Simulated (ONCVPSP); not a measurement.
## K: one change to an ONCV potential, before and after

K, optimised norm-conserving Vanderbilt (ONCV), made with ONCVPSP 4.0.1 (PBEsol, scalar-relativistic). Core [Ne], reference 3s2 3p6 4s1. Waves: 3s+4s: rc 2.50 bohr, ncon 4, nbas 7, qcut 4.3 1/bohr, 2 projectors; 3p: rc 1.25 bohr, ncon 4, nbas 7, qcut 6.9 1/bohr, 2 projectors, debl 3 Ha; d scattering state at 0.02 Ha: rc 2.45 bohr, ncon 4, nbas 7, qcut 3.6 1/bohr, 2 projectors, debl 0.9 Ha. Local part: polynomial inside 1.00 bohr (lpopt 5, dvloc0 2 Ha). Core correction: Teter function, fcfact 2.25, rcfact 1.15.

All-electron outer shells of the reference configuration (PBEsol, scalar-relativistic, ld1.x):

```tsv
shell	level (eV)	outermost node (bohr)	outermost maximum (bohr)
2p	-279.90	–	0.26
3s	-35.27	0.48	1.08
3p	-18.80	0.45	1.15
4s	-2.30	1.59	4.23
```

Change: all radii but the core radius scaled by about 0.78 (s 1.96, p 0.98, d 1.92 bohr); local potential polynomial inside 0.78 bohr (lpopt 5, dvloc0 2 Ha).

Cutoffs: the cutoffs (Ha) at which the residual kinetic energy of the hardest occupied pseudo-wave falls to 1 and 0.1 mHa per electron; they do not see the model core or the augmentation charge, which bear on the density cutoff. Errors are all-electron minus pseudo energies relative to the spin-unpolarised reference configuration.

**Question.** Predict the effect on cutoff, ghosts and configuration errors.

**Answer.** The potential gets harder (18 Ha and 45 Ha → 20 Ha and 134 Ha); of the 4 tests that both files solve, the error grows in 0 and shrinks in 1 by more than 15 % and 0.3 meV (median size 0.2 → 0.1 meV); neither file shows a bound ghost. A smaller radius makes the pseudo-wave follow the all-electron one further in, where it bends more sharply, so more plane waves are needed.

| quantity | base | changed |
| --- | --- | --- |
| cutoff, loose | 18 Ha | 20 Ha |
| cutoff, tight | 45 Ha | 134 Ha |
| loose cutoff by channel | s 4.9 Ha, p 18 Ha | s 7.0 Ha, p 20 Ha |
| bound ghosts | none | none |
| GHOST(+) flags under 300 eV | none | s at 109.7 eV |
| error for 3s2 3p6 4s0, meV [ΔE 4.22 eV] | -0.3 | -0.2 |
| error for 3s2 3p6 4s0.5, meV [ΔE 1.62 eV] | -0.1 | 0.0 |
| error for 3s2 3p6 4s0 4p1, meV [ΔE 1.52 eV] | -0.1 | -0.1 |
| error for 3s1 3p6 4s1, meV [ΔE 41.90 eV] | -258 | -158 |
| rms error of d²Exc/dni dnj with the model core, mHa | 1.04 | 0.70 |

Changed file: The cutoffs count occupied waves only; projector 2 of the d channel, the hardest unoccupied one, needs 54 Ha at the loose tolerance.
